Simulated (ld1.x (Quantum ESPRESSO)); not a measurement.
**Ti (Z = 22), PAW: configuration errors across variants**

Ti, PAW, made with ld1.x (Quantum ESPRESSO) 7.5 (PBEsol, scalar-relativistic). Core [Ne], reference 3s2 3p6 3d2 4s1.5 4p0.5. Waves: 3s (bound): rcut 1.35, rcutus 1.50 bohr; 4s (bound): rcut 1.35, rcutus 1.50 bohr; 3p (bound): rcut 1.90, rcutus 2.10 bohr; 4p (bound): rcut 1.90, rcutus 2.10 bohr; 3d (bound): rcut 1.35, rcutus 1.75 bohr; 3d channel at 0.05 Ry: rcut 1.35, rcutus 1.75 bohr. Local part: all-electron potential smoothed inside 1.45 bohr (lloc = -2). Core correction: Bessel-smoothed model core inside 1.00 bohr. Augmentation charge: BESSEL, radius 1.50 bohr.

All-electron excitation energies from the reference (eV): (1) 3s2 3p6 3d2 4s2 4p0 -1.530; (2) 3s2 3p6 3d2 4s1 4p0 5.829; (3) 3s2 3p6 3d2 4s0 4p0 19.299; (4) 3s2 3p6 3d3 4s0 4p0 5.831; (5) 3s2 3p6 3d2 4s0 4p1 9.608; (6) 3s2 3p6 3d1 4s2 4p1 3.166; (7) 3s2 3p5 3d2 4s2 4p0 43.942.

The overlap operator is not positive definite (basis up to 400 Ry) in “local potential all-electron potential smoothed inside 1.15 bohr (lloc = -1)”, “all radii but the core radius scaled by about 0.75 (s 1.12, p 1.58, d 1.32 bohr, rcut 1.02/1.42/1.02); local potential all-electron potential smoothed inside 1.08 bohr (lloc = -2); augmentation BESSEL, radius 1.12 bohr”, “local potential all-electron potential smoothed inside 1.30 bohr (lloc = -2)”. Such files are unfit for use, however small their errors in these radial tests.

1 further variants failed, have other tests or too few solved ones, and are left out.

Errors AE − PS in meV (a dash: test not solved or not reliable):

| change | (1) | (2) | (3) | (4) | (5) | (6) | (7) | bound ghosts |
| --- | --- | --- | --- | --- | --- | --- | --- | --- |
| base | +0.2 | -0.5 | -1.4 | -7.7 | +1.4 | +1.4 | -26 | none |
| local potential all-electron potential smoothed inside 1.15 bohr (lloc = -1) | +0.8 | +0.4 | +4.8 | – | – | – | – | not determined (overlap not positive) |
| all radii but the core radius scaled by about 0.75 (s 1.12, p 1.58, d 1.32 bohr, rcut 1.02/1.42/1.02); local potential all-electron potential smoothed inside 1.08 bohr (lloc = -2); augmentation BESSEL, radius 1.12 bohr | +0.1 | -0.4 | -1.2 | -1.2 | -0.4 | +3.4 | -6.7 | not determined (overlap not positive) |
| local potential all-electron potential smoothed inside 1.30 bohr (lloc = -2) | -0.7 | -0.6 | -2.5 | +1.9 | +9.1 | +35 | -86 | not determined (overlap not positive) |
| waves 3s (bound): rcut 1.35, rcutus 2.14 bohr; 4s (bound): rcut 1.35, rcutus 2.14 bohr | +1.2 | -0.6 | +0.8 | -5.2 | +6.6 | – | – | none |

Question: Give the same row for: waves 3p (bound): rcut 1.56, rcutus 1.66 bohr; 4p (bound): rcut 1.56, rcutus 1.66 bohr.

Answer: +0.1, -0.4, -1.0, -3.7, -0.3, +0.7, -20; bound ghosts: none.
